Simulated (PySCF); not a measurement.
## MSe for M along group 14

r²SCAN with triple-zeta basis sets in PySCF, for the lowest determinant that a PBE0 search found; no spin–orbit coupling. De refers to high-spin ground-configuration atoms. A positive dipole means M(−)Se(+).

```tsv
M	basis	state (unpaired electrons)	Re (Å)	ωe (cm⁻¹)	De (eV)	μ (D)
C	x2c-TZVPPall	singlet (closed shell)	1.674	1057	6.14	2.11
Ge	x2c-TZVPPall	singlet (closed shell)	2.138	409	5.26	-1.77
Sn	def2-TZVPP	singlet (closed shell)	2.332	333	4.75	-2.97
Pb	def2-TZVPP	singlet (closed shell)	2.412	288	4.42	-3.81
```

**Question.** The row for M = Si is missing. Estimate Re, ωe and De as the mean of the rows for C and Ge, and compare with the calculation.

**Answer.** The means are 1.906 Å, 733 cm⁻¹ and 5.70 eV. r²SCAN in x2c-TZVPPall gives SiSe as a singlet (closed shell) with Re = 2.064 Å, ωe = 581 cm⁻¹, De = 5.63 eV, so the estimate is off by -15.8 pm, +26 % and +0.07 eV.

The rows differ in basis set, which adds steps of its own.

Spin–orbit coupling is left out, which matters for elements this heavy, above all for dissociation energies.
